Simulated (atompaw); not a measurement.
**An all-electron radial function and its pseudo partner (W (Z = 74))**

Columns: radius, all-electron u(r) and pseudo u(r) of the 5d shell (level -3.32 eV) of tungsten in the configuration [Kr] 4d10 4f14 5s2 5p6 5d5 6s1 6p0; PBE, scalar-relativistic, PAW (atompaw) scheme, atompaw 4.2.0.5.

| r (bohr) | all-electron | pseudo |
| --- | --- | --- |
| 0.083 | 0.1748 | 0.0004 |
| 0.165 | 0.1345 | 0.0031 |
| 0.248 | -0.1103 | 0.0103 |
| 0.331 | -0.2793 | 0.0239 |
| 0.413 | -0.3059 | 0.0449 |
| 0.496 | -0.2279 | 0.0747 |
| 0.579 | -0.0960 | 0.1133 |
| 0.662 | 0.0524 | 0.1602 |
| 0.744 | 0.1942 | 0.2135 |
| 0.827 | 0.3220 | 0.2731 |
| 0.910 | 0.4300 | 0.3360 |
| 0.992 | 0.5166 | 0.3992 |
| 1.075 | 0.5850 | 0.4617 |
| 1.158 | 0.6362 | 0.5200 |
| 1.240 | 0.6722 | 0.5715 |
| 1.323 | 0.6964 | 0.6156 |
| 1.406 | 0.7104 | 0.6502 |
| 1.488 | 0.7161 | 0.6746 |
| 1.571 | 0.7153 | 0.6894 |
| 1.654 | 0.7094 | 0.6950 |
| 1.737 | 0.6994 | 0.6926 |
| 1.819 | 0.6866 | 0.6840 |
| 1.902 | 0.6715 | 0.6707 |
| 1.985 | 0.6546 | 0.6545 |
| 2.067 | 0.6368 | 0.6368 |
| 2.150 | 0.6181 | 0.6181 |

**Question.** How many radial nodes do the two functions have?

**Answer.** The all-electron 5d function has n − l − 1 = 2; the pseudo-wave has 0, since the states of the same l below it are removed with the core.

**Question.** Where does each function peak?

**Answer.** Outermost all-electron maximum near 1.49 bohr, pseudo maximum near 1.65 bohr (to the table’s step).

**Question.** Is the pseudo-wave norm-conserving?

**Answer.** No, it belongs to a PAW set: the norm inside the radius is not constrained, and the difference is carried by the augmentation charge.
